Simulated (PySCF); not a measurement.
Working out the ionisation energy of Zn(2+)

Zn(2+) [Ar] 3d10 (1S) → Zn(3+) [Ar] 3d9 (2D). Calculation: PySCF 2.14, in aug-cc-pwCVDZ-PP with ECP10MDF (6s6p5d3f, 70 functions); a scalar-relativistic core potential. Frozen: nothing. Energies in hartree (1 hartree = 27.21139 eV):

| part | Zn(2+) (lower) | Zn(3+) (upper) |
| --- | --- | --- |
| UHF | -225.045929 | -223.685800 |
| MP2 opposite-spin | -0.532985 | -0.455778 |
| MP2 same-spin | -0.255615 | -0.208782 |

Question: What does Hartree-Fock give?

Answer: (-223.685800) − (-225.045929) = 1.360129 hartree = 37.011 eV.

Question: What do MP2 and SCS-MP2 (6/5 opposite-spin, 1/3 same-spin) give?

Answer: The opposite-spin parts differ by 2.101 eV and the same-spin parts by 1.274 eV. MP2: 37.011 + (2.101) + (1.274) = 40.386 eV. SCS-MP2: 37.011 + 1.2 × (2.101) + (1.274)/3 = 39.957 eV.

Reference: 39.723 eV (measured; NIST Atomic Spectra Database, ionization energies), between the lowest levels; spin-orbit coupling is absent from the calculation.

A double-zeta basis recovers only part of the correlation energy.

What remains against the reference includes basis incompleteness and correlation beyond second order.
